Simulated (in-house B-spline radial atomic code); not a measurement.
Results of a calculation; reference values are marked as such.
Weak and strong correlation along the adiabatic connection

Two-electron singlets in several external potentials (atomic units), by full CI in B-splines with partial waves to l = 8 (correlation energies up to 0.6 % small). The repulsion is scaled by λ at fixed density; W(λ) is the mean repulsion less the Hartree energy, W(0) = E_x, and the area under W from 0 to 1 is E_xc.

Relative drop (W(λ) − E_x)/E_x:

```json
{"system": "−Z exp(−kr)/r, Z = 1.53, k = 0.0634", "λ = 0.12": "0.0159", "λ = 0.25": "0.0317", "λ = 0.4": "0.0486", "λ = 0.6": "0.0688", "λ = 0.8": "0.0869", "λ = 1": "0.1032"}
{"system": "−Z exp(−kr)/r, Z = 8.94, k = 4.44", "λ = 0.12": "0.0027", "λ = 0.25": "0.0055", "λ = 0.4": "0.0087", "λ = 0.6": "0.0130", "λ = 0.8": "0.0171", "λ = 1": "0.0212"}
{"system": "−V exp(−r²/w²), V = 4.7, w = 9.33", "λ = 0.12": "0.0284", "λ = 0.25": "0.0550", "λ = 0.4": "0.0812", "λ = 0.6": "0.1103", "λ = 0.8": "0.1342", "λ = 1": "0.1540"}
{"system": "−Z/r, Z = 0.785, wall at 3.82 bohr", "λ = 0.12": "0.0203", "λ = 0.25": "0.0399", "λ = 0.4": "0.0601", "λ = 0.6": "0.0835", "λ = 0.8": "0.1037", "λ = 1": "0.1212"}
{"system": "−Z/r, Z = 2, wall at 4 bohr", "λ = 0.12": "0.0109", "λ = 0.25": "0.0220", "λ = 0.4": "0.0341", "λ = 0.6": "0.0492", "λ = 0.8": "0.0630", "λ = 1": "0.0759"}
{"system": "−V exp(−r²/w²), V = 2.31, w = 10.5", "λ = 0.12": "0.0366", "λ = 0.25": "0.0695", "λ = 0.4": "0.1005", "λ = 0.6": "0.1333", "λ = 0.8": "0.1591", "λ = 1": "0.1797"}
{"system": "ω²r²/2 − Z/r, ω = 1.87, Z = 2", "λ = 0.12": "0.0071", "λ = 0.25": "0.0146", "λ = 0.4": "0.0229", "λ = 0.6": "0.0333", "λ = 0.8": "0.0432", "λ = 1": "0.0526"}
```

(1) Order the systems by how far second-order (GL2) theory, half the initial slope (estimated from the first points of each curve), overshoots the correlation energy, least first.
A. ω²r²/2 − Z/r, ω = 1.87, Z = 2
B. −V exp(−r²/w²), V = 4.7, w = 9.33
C. −Z/r, Z = 0.785, wall at 3.82 bohr
D. −Z/r, Z = 2, wall at 4 bohr
E. −V exp(−r²/w²), V = 2.31, w = 10.5
F. −Z exp(−kr)/r, Z = 1.53, k = 0.0634
G. −Z exp(−kr)/r, Z = 8.94, k = 4.44

(2) What else changes along this order?

Results:

(1) G (GL2/E_c = 1.04), A (GL2/E_c = 1.10), D (GL2/E_c = 1.15), F (GL2/E_c = 1.21), C (GL2/E_c = 1.30), B (GL2/E_c = 1.41), E (GL2/E_c = 1.54).

(2) The ratio follows the bend of the curve. With it the leading natural occupation goes from 1.999 to 1.890 and −T_c/E_c from 0.97 to 0.65 between the first and the last.
